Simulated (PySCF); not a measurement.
Input for PySCF: R-HF/STO-3G on SiH4 (SMILES [SiH4]).

```python
from pyscf import gto, scf, dft, mp
from pyscf.data.elements import chemcore

mol = gto.M(
    atom='''
    Si    0.18319018    0.13841816    0.10814634
    H    -0.21476420    0.16738880   -1.31923529
    H    -0.23661418   -1.15587201    0.69274846
    H    -0.51448566    1.23481046    0.81859879
    H     1.64530193    0.30294759    0.22479007
    ''',
    basis='sto-3g',
    charge=0, spin=0, verbose=3, max_memory=1800)
mf = scf.RHF(mol)
mf.conv_tol = 1e-8
mf.max_cycle = 100
mf.kernel()
if not mf.converged:
    mf = mf.newton().run(mf.mo_coeff, mf.mo_occ)
```

Q: Predict the final total energy.

A: -287.9101 hartree.
